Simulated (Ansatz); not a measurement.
MgSi3, relaxed as a singlet with RKS r2SCAN-D4/def2-TZVP in Ansatz, starting from the GFN2-xTB geometry. Force threshold 0.02 eV/Å.

The structure comes from a short search, and lower isomers may exist.

Start:

| atom | x (Å) | y (Å) | z (Å) |
| --- | --- | --- | --- |
| Mg1 | -1.442 | -0.917 | 1.074 |
| Si2 | 0.907 | 0.159 | 1.148 |
| Si3 | -0.750 | -0.059 | -1.265 |
| Si4 | 1.285 | 0.817 | -0.958 |

**Question.** Estimate the energy that the relaxation releases and the steps that it takes.

**Answer.** 14.8 kJ/mol, in 4 steps; 8 s on 4 threads of Arm Neoverse V1 on a shared host. No frequencies were taken in this run, so the end may be a saddle point.

**Question.** Does the start keep its bonding and symmetry?

**Answer.** Bonds formed: Si2–Si3 (atoms count from 1). Point group C2v at the start, C2v at the end, both within 0.05 Å.

**Question.** Predict the relaxed structure.

**Answer.** 
```xyz
4

Mg   -1.5013   -0.9545    1.1183
Si    0.8179    0.1432    1.0352
Si   -0.6772   -0.0538   -1.1399
Si    1.3605    0.8650   -1.0135
```
Bond lengths: 3 × Si–Si 2.24 to 2.65 Å; 2 × Mg–Si 2.57 Å.
